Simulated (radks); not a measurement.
The numbers below are computed, except where a source is named.
Question: Ionisation ladder of phosphorus, from P I to P XV. Each ion is in the ground configuration listed by NIST, and IE = E(next ion) - E(this ion), with E = 0 for the bare nucleus. Level of theory: non-relativistic Kohn-Sham, PBE, spin-polarised, spherical densities, point nucleus; open shells are filled with parallel spins first (a radial shooting solver on a logarithmic mesh with Libxc functionals).

| species | configuration | IE, Delta-SCF (eV) | -e(HOMO) (eV) | HOMO |
|---|---|---|---|---|
| P I | [Ne] 3s2 3p3 | 10.550 | 6.294 | 3p up |
| P II | [Ne] 3s2 3p2 | 19.879 | 15.029 | 3p up |
| P III | [Ne] 3s2 3p1 | 30.092 | 24.878 | 3p up |
| P IV | [Ne] 3s2 | 51.280 | 45.504 | 3s |
| P V | [Ne] 3s1 | ? | 59.402 | 3s up |
| P VI | [Ne] | ? | 199.82 | 2p |
| P VII | [He] 2s2 2p5 | 263.99 | 242.07 | 2p down |
| P VIII | [He] 2s2 2p4 | ? | 286.17 | 2p down |
| P IX | [He] 2s2 2p3 | 373.19 | 347.64 | 2p up |
| P X | [He] 2s2 2p2 | 425.42 | 399.05 | 2p up |
| P XI | [He] 2s2 2p1 | 478.73 | 451.99 | 2p up |
| P XII | [He] 2s2 | 556.32 | 535.22 | 2s |
| P XIII | [He] 2s1 | 610.98 | 589.46 | 2s up |
| P XIV | [He] | 2808.0 | 2718.4 | 1s |
| P XV | 1s1 | ? | 2965.7 | 1s up |

Estimate the withheld Delta-SCF values.

Answer: P V: 65.502 eV (NIST 65.025); P VI: 220.77 eV (NIST 220.43); P VIII: 308.69 eV (NIST 309.6); P XV: 3058.8 eV (NIST 3069.8).
